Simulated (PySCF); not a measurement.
Lowest singlet excitation (eV) of eight silicon and germanium compounds: TDDFT-PBE beside TDDFT-LC-ωPBE, computed with PySCF for isolated molecules in the bases named; differences from unrounded values. The eight are the first of their class met in an unordered collection, after screening for sound electronic states; none was chosen by its value. Each molecule has one DFT geometry for both levels.

| molecule | basis | TDDFT-LC-ωPBE | TDDFT-PBE | difference |
|---|---|---|---|---|
| siletan-1-amine (C3H9NSi), SMILES N[SiH]1CCC1 | def2-SVPD | 6.93 | 5.61 | -1.32 |
| CH7F2NSi2, SMILES [Si](F)(F)(C)[SiH2]N | def2-SVPD | 6.41 | 5.07 | -1.34 |
| C2H4ClNSi, SMILES Cl[Si@H]1C=NC1 | def2-SVPD | 4.25 | 3.85 | -0.40 |
| CH4ClGeNSi, SMILES Cl[Si@H]1N=[CH][GeH2]1 | def2-SVPD | 3.79 | 3.53 | -0.26 |
| Ge(H)(F)(NH2)2 (FGeH5N2), SMILES [GeH]([NH2])([F])[NH2] | def2-SVPD | 7.34 | 5.98 | -1.36 |
| C2H5ClOSi2, SMILES O[SiH2]C#C[SiH2]Cl | def2-SVPD | 5.39 | 5.06 | -0.33 |
| C3H8OSi2, SMILES [SiH3][C@H]1OC=C[SiH2]1 | def2-SVPD | 6.13 | 5.06 | -1.07 |
| C2H5FO2Si, SMILES C[Si@H](F)OC=O | def2-SVPD | 5.75 | 5.51 | -0.24 |

TDDFT-PBE lies below TDDFT-LC-ωPBE in 8 and above it in 0 of the eight; the mean signed difference is -0.79 and the largest -1.36 eV.
